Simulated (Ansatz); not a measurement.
input.yaml

```yaml
crystal:
  periodic: [false, false, false]
  atoms:
    - { symbol: Al, position_ang: [-0.64514, 0.711876, -0.495085] }
    - { symbol: C, position_ang: [1.838804, -0.489596, 1.258189] }
    - { symbol: C, position_ang: [0.001431, -0.195229, -2.098275] }
    - { symbol: C, position_ang: [-2.095369, 0.187692, 0.702003] }
    - { symbol: H, position_ang: [1.592121, 0.53362, 0.991733] }
    - { symbol: Cl, position_ang: [0.332162, 2.626345, -0.000841] }
    - { symbol: H, position_ang: [2.471672, -0.470896, 2.155532] }
    - { symbol: H, position_ang: [2.384499, -0.966303, 0.439266] }
    - { symbol: H, position_ang: [0.932611, -1.068665, 1.482288] }
    - { symbol: H, position_ang: [0.124437, -1.270874, -1.922118] }
    - { symbol: H, position_ang: [-0.712847, -0.087283, -2.924721] }
    - { symbol: H, position_ang: [0.961617, 0.20865, -2.437802] }
    - { symbol: H, position_ang: [-2.972797, 0.830312, 0.553598] }
    - { symbol: H, position_ang: [-1.799799, 0.299634, 1.752323] }
    - { symbol: H, position_ang: [-2.413404, -0.849283, 0.54401] }
basis:
  gaussian: { orbitals: "6-31G*" }
hamiltonian:
  xc: b3lyp
  dispersion: d4
relax:
  f_tol: 0.03
  max_steps: 50
```

Launched with:

```bash
$ ansatz run input.yaml --threads 2 --pin off --max-ram 3072MiB --backend cpu --events-out ev --progress --plain --runs-dir out
```

Hardware: 2 threads of Arm Neoverse V1, with other jobs on the host.

Task: Roughly how long does this run take, and how much memory?

Result: 50 s, with a peak of 0.24 GiB, for 13 ionic steps.
